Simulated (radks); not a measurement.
Cd I, 48 electrons, occupied as [Kr] 4d10 5s2. All-electron calculation, non-relativistic Kohn-Sham, exchange-only B88, spin-polarised, spherical densities, point nucleus; relativity is left out, which matters for an element this heavy. Program: a radial shooting solver on a logarithmic mesh with Libxc functionals.

Normalised radial functions P(r) = r R(r), r in bohr:

```
   r/bohr * 4s (the largest magnitude, 1.22, reaches the edge; | marks zero)
  0.00188                             | *
 0.002171                             | *
 0.002528                             | *
 0.002919                             | *
 0.003372                             |  *
 0.003894                             |  *
 0.004533                             |  *
 0.005235                             |   *
 0.006046                             |   *
 0.007038                             |   *
 0.008128                             |    *
 0.009387                             |    *
  0.01084                             |     *
  0.01262                             |     *
  0.01458                             |     *
  0.01683                             |     *
  0.01944                             |     *
  0.02263                             |    *
  0.02614                             |    *
  0.03019                             |  *
  0.03486                             | *
  0.04058                             *
  0.04687                           * |
  0.05413                         *   |
  0.06301                      *      |
  0.07277                     *       |
  0.08405                   *         |
  0.09706                   *         |
    0.113                    *        |
   0.1305                       *     |
   0.1507                           * |
   0.1741                             |  *
   0.2026                             |        *
    0.234                             |            *
   0.2703                             |              *
   0.3146                             |             *
   0.3634                             |         *
   0.4196                             |  *
   0.4846                       *     |
   0.5642              *              |
   0.6516      *                      |
   0.7525  *                          |
    0.869  *                          |
    1.012     *                       |
    1.168          *                  |
    1.349               *             |
    1.558                    *        |
    1.814                        *    |
    2.095                          *  |
     2.42                            *|
    2.817                             *
    3.253                             *
    3.757                             *
    4.339                             *
    5.051                             *
    5.833                             *
    6.737                             *
     7.78                             *
    9.058                             *
    10.46                             *
```

4s: eigenvalue -96.889 eV, 3 radial nodes at r = 0.0408, 0.160, 0.441 bohr, <r> = 0.910 bohr, 90 % of the charge inside 1.32 bohr.
